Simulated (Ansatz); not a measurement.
Cost and result for the atomization energy of `C=C[S][GeH3]` (10 atoms, 9 bonds).

Cartesian coordinates in Å:
```
C -0.8497 0.3825 -2.0420
C -0.0097 0.2525 -1.0235
S 0.2174 -1.2603 -0.1566
Ge 0.5393 -0.4590 1.8910
H -1.4990 -0.4266 -2.3560
H -0.8955 1.3113 -2.5983
H 0.6330 1.0768 -0.7260
H 1.0325 -1.6410 2.7333
H -0.7681 0.1115 2.4629
H 1.5998 0.6522 1.8153
```

Charge 0, multiplicity 1. Correlated methods include outer-core shells of Ge, which these sets cover unevenly. Scalar relativity is left out up to krypton. Geometry: relaxed with PBE0-D4/def2-TZVP. It is one conformer, not always the lowest. Program: Ansatz. All runs use 4 threads of an Intel Xeon 6975P-C on a shared host. Times are those of one run each, without the atoms' runs, and a repeat can differ threefold. Electronic energies, without spin–orbit coupling; frozen cores. CCSD(T)/CBS adds CCSD(T) − MP2 in def2-TZVPP to the MP2 limit, and its time is that of the two runs behind it. T1 = 0.012. With those shells the extrapolation isn't a true limit. B3LYP takes the VWN-RPA correlation (the form of Gaussian; ORCA's B3LYP/G). HSE06 is the plane-wave form, built on full-range PBE exchange.

CCSD(T)/CBS is a level of theory with its own doubt, some kJ/mol a heavy atom from the limit and from the frozen cores, so smaller differences don't rank the functionals.

| level | functions | wall time |
| --- | --- | --- |
| BLYP-D4/def2-TZVPP | 236 | 1.1 s |
| PBE0-D4/def2-TZVPP | 236 | 1.6 s |
| BHLYP-D4/def2-TZVPP | 236 | 1.9 s |
| HSE06-D4/def2-TZVPP | 236 | 2 s |
| r2SCAN-D4/def2-TZVPP (with forces) | 236 | 2.2 s |
| B3LYP-D4/def2-TZVPP (with forces) | 236 | 2.6 s |
| B2PLYP/def2-TZVPP | 236 | 3 s |
| PBE-QIDH/def2-TZVPP | 236 | 3 s |
| CCSD(T)/def2-SVP | 108 | 3.1 s |
| ωB97M-V/def2-TZVPP (with forces) | 236 | 5.5 s |
| MP2/def2-QZVPP | 453 | 13 s |
| CCSD(T)/def2-TZVPP | 236 | 32 s |
| CCSD(T)/CBS(def2) | – | 45 s |

Q: What atomization energy does each give, and how far from CCSD(T)/CBS? (Best estimate.)

A: Ansatz gave: 
```
                             level  atomization (kcal/mol)  difference from CCSD(T)/CBS  per bond
                BLYP-D4/def2-TZVPP                   811.7                         -5.8      -0.6
                PBE0-D4/def2-TZVPP                   818.1                          0.6       0.1
               BHLYP-D4/def2-TZVPP                   795.4                        -22.1      -2.5
               HSE06-D4/def2-TZVPP                   818.5                          1.0       0.1
r2SCAN-D4/def2-TZVPP (with forces)                   820.3                          2.8       0.3
 B3LYP-D4/def2-TZVPP (with forces)                   815.0                         -2.5      -0.3
                 B2PLYP/def2-TZVPP                   806.1                        -11.4      -1.3
               PBE-QIDH/def2-TZVPP                   812.6                         -4.9      -0.5
                  CCSD(T)/def2-SVP                   771.5                        -46.0      -5.1
  ωB97M-V/def2-TZVPP (with forces)                   816.6                         -0.9      -0.1
                    MP2/def2-QZVPP                   814.9                         -2.6      -0.3
                CCSD(T)/def2-TZVPP                   798.9                        -18.6      -2.1
                 CCSD(T)/CBS(def2)                   817.5                          0.0       0.0
```

From r2SCAN to r2SCAN0 (25 % exact exchange), in def2-TZVPP and without D4, the atomization energy moves by −11.1 kcal/mol: exact exchange takes away binding that semilocal exchange gives to molecules. The D4 term adds +8.4 kcal/mol with B3LYP and +4.4 kcal/mol with PBE0; it sums over pairs of atoms, weighted by their polarisabilities, and B3LYP, whose exchange is more repulsive, gets the larger term. At CCSD(T), def2-SVP lies −46.0 kcal/mol from the extrapolated value and def2-TZVPP −18.5 kcal/mol: correlation converges slowly with the basis, and small sets miss more of it in the bonded molecule than in its fragments.

For some Ge, Se and Sn compounds the MP2-based and the directly extrapolated limit differ by 10 to 25 kJ/mol.
